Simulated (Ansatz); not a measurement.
CH₅BrGe⁺, that is GeH2MeBr with one electron fewer. Charge 1, multiplicity 2. Geometry PBE0-D4/def2-SVP; atoms count from 1.

Cartesian coordinates in Å:
```
Ge 0.509 -0.834 -0.228
H -0.429 -1.996 -0.538
H 1.749 -0.991 0.646
C -0.607 0.759 0.472
H -0.884 0.254 1.417
H -1.456 0.928 -0.201
H 0.048 1.626 0.613
Br 1.069 0.254 -2.181
```

Q: Estimate the Mulliken populations from the PBE0/def2-TZVP orbitals of Ansatz.

A: 
```
atom  charge (e)  spin (α − β)
 Ge1        0.30          0.02
  H2        0.16          0.02
  H3        0.16          0.02
  C4       -0.40          0.39
  H5        0.22          0.03
  H6        0.22         -0.01
  H7        0.22         -0.01
 Br8        0.11          0.53
```
Mulliken values depend strongly on the basis.

Q: Where does the spin sit?

A: Summed by element: Ge 0.02, H 0.05, C 0.39, Br 0.53, of 1 unpaired in all. Largest on single atoms: Br8 0.53, C4 0.39, H5 0.03.

Q: And the Mayer bond orders between heavy atoms (over 0.3)?

A: Ge1–C4 0.68 (2.07 Å); Ge1–Br8 1.05 (2.30 Å).
